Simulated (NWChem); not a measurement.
System: InHOCl2; SMILES [OH][In]([Cl])[Cl]

Here is an NWChem input.

```
start job
memory heap 200 mb stack 900 mb global 1100 mb
geometry units angstroms noautoz
  In     0.231473    -0.007299     0.000000
  Cl    -1.007626    -1.984334     0.000000
  Cl    -0.872943     2.033251     0.000000
  O      2.209813    -0.054123     0.000000
  H      2.538453    -0.962249     0.000000
end
basis spherical
  * library def2-svp
end
ecp
  In library def2-ecp
end
dft
  xc b3lyp
  iterations 150
  mulliken
end
task dft energy
```

Coordinates come from a PBE0/def2-SVP optimisation. B3LYP is NWChem's, with the RPA form of VWN correlation. def2 effective core potentials on In; no spin-orbit coupling.

**Question.** Predict the main results of this run. (B3LYP/def2-SVP with def2 effective core potentials on In.) Quantities: basis functions; energy (Ha); highest occupied level (eV); orbital gap (eV); dipole (D).

**Answer.** 
```
Item                           Result
---------------------------  --------
number of basis functions          81
energy (Ha)                  -1186.21
highest occupied level (eV)     -8.64
orbital gap (eV)                 5.82
dipole (D)                       1.59
```
